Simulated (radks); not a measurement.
Valence configurations of Sb+ (all share [Kr]). All-electron calculation, scalar-relativistic Kohn-Sham, r2SCAN, spin-polarised, spherical densities, finite nucleus; open shells are filled with parallel spins first (spin-orbit coupling, left out, can overturn this in heavy ions); meta-GGA in the generalised Kohn-Sham scheme; Fermi nuclear charge, rms radius 4.6802 fm. Program: a radial shooting solver on a logarithmic mesh with Libxc functionals. Energies are relative to 4d10 5s2 5p2; eigenvalues in eV for spin up.

4d10 5s2 5p2: E (eV) 0.000; moment (Bohr magnetons) 2; e(4d) -42.922; e(5p) -12.940; e(5s) -21.883
4d10 5s1.5 5p2.5: E (eV) 3.104; moment (Bohr magnetons) 3; e(4d) -43.548; e(5p) -13.554; e(5s) -22.654
4d10 5s1 5p3: E (eV) 5.556; moment (Bohr magnetons) 4; e(4d) -44.102; e(5p) -14.054; e(5s) -23.298
4d10 5p4: E (eV) 18.096; moment (Bohr magnetons) 2; e(4d) -45.768; e(5p) -14.243
4d9 5s2 5p3: E (eV) 31.565; moment (Bohr magnetons) 4; e(4d) -49.779; e(5p) -14.810; e(5s) -24.575

NIST lists [Kr] 4d10 5s2 5p2 as the ground configuration; this level of theory agrees among the configurations tried. The energies are those of spherical high-spin densities, not of single terms.
